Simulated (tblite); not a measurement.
C6H5F.
Numbering: `[CH:1]#[C:2][C@@H:3]1[C:4](=[CH2:5])[C@H:6]1[F:7]` (hydrogens: H8 on C1; H9 on C3; H10, H11 on C5; H12 on C6)

Computed with GFN2-xTB (tblite), gas phase: L-BFGS steps from a force-field or distance-geometry start until the largest atomic force falls under 0.01 eV/Å.

Step 22: E = -543.7748 eV
```
atom  x, y, z in Å  |  force x, y, z in eV/Å
C1      2.5764    0.2658   -1.0039   -0.015  -0.014   0.004
C2      1.6299   -0.0265   -0.3303    0.011   0.037  -0.016
C3      0.5028   -0.3366    0.4929    0.040   0.021   0.022
C4     -0.8875   -0.1923    0.0074    0.041  -0.038   0.013
C5     -1.8748   -0.6778   -0.6973   -0.002  -0.008   0.018
C6     -0.4006    0.7964    0.9667   -0.005   0.001   0.003
F7     -0.8590    0.7640    2.2543    0.022   0.008   0.001
H8      3.4133    0.4999   -1.5914   -0.020  -0.008  -0.002
H9      0.6865   -1.1377    1.2032   -0.026  -0.009   0.002
H10    -2.8505   -0.2208   -0.6766   -0.015   0.003  -0.054
H11    -1.7476   -1.5513   -1.3156   -0.022   0.002  -0.009
H12    -0.1877    1.8162    0.6646   -0.009   0.004   0.018
```

Step 23: E = -543.7752 eV
```
atom  x, y, z in Å  |  force x, y, z in eV/Å
C1      2.5725    0.2645   -1.0064    0.004  -0.008  -0.006
C2      1.6296   -0.0271   -0.3278   -0.009   0.031  -0.003
C3      0.5036   -0.3362    0.4967    0.016   0.013   0.014
C4     -0.8866   -0.1914    0.0090    0.036  -0.036  -0.004
C5     -1.8718   -0.6774   -0.6994    0.006  -0.003   0.030
C6     -0.3995    0.7975    0.9689   -0.021  -0.011  -0.010
F7     -0.8613    0.7655    2.2548    0.021   0.005   0.019
H8      3.4070    0.4984   -1.5968   -0.010  -0.006  -0.008
H9      0.6852   -1.1392    1.2054   -0.021  -0.001   0.006
H10    -2.8490   -0.2217   -0.6811    0.008  -0.003  -0.055
H11    -1.7426   -1.5515   -1.3180   -0.022   0.024   0.010
H12    -0.1860    1.8179    0.6687   -0.007  -0.005   0.008
```

Problem. Estimate the geometry and energy of step 24. (The exact step hangs on the optimiser's Hessian estimate; all steps are aligned on step 23, rigid shifts and turns removed.)

Solution. E = -543.7755 eV, largest force 0.055 eV/Å
```
atom  x, y, z in Å  |  force x, y, z in eV/Å
C1      2.5693    0.2633   -1.0086    0.018  -0.002  -0.014
C2      1.6293   -0.0269   -0.3258   -0.022   0.022   0.010
C3      0.5047   -0.3356    0.5002   -0.009   0.003   0.005
C4     -0.8852   -0.1915    0.0103    0.017  -0.023  -0.015
C5     -1.8692   -0.6772   -0.7006    0.011  -0.001   0.031
C6     -0.3990    0.7983    0.9707   -0.027  -0.019  -0.015
F7     -0.8626    0.7669    2.2556    0.017  -0.001   0.030
H8      3.4016    0.4970   -1.6015    0.002  -0.003  -0.015
H9      0.6836   -1.1405    1.2073   -0.011   0.007   0.010
H10    -2.8476   -0.2226   -0.6862    0.029  -0.003  -0.047
H11    -1.7389   -1.5512   -1.3199   -0.018   0.033   0.021
H12    -0.1847    1.8192    0.6724   -0.008  -0.013  -0.003
```

The energy changes by -0.0003 eV. The first-order estimate −F·Δx gives -0.0004 eV and the mean of the old and new forces, exact on a quadratic surface, -0.0003 eV. The step makes an angle of 73° with the force vector and moves no atom by more than 0.007 Å.

What follows is the cost of the whole relaxation. Time: 0.18 s of wall time. Hardware: an Arm Neoverse V1 with one thread, shared host with 64 logical CPUs at a one-minute load of 13.
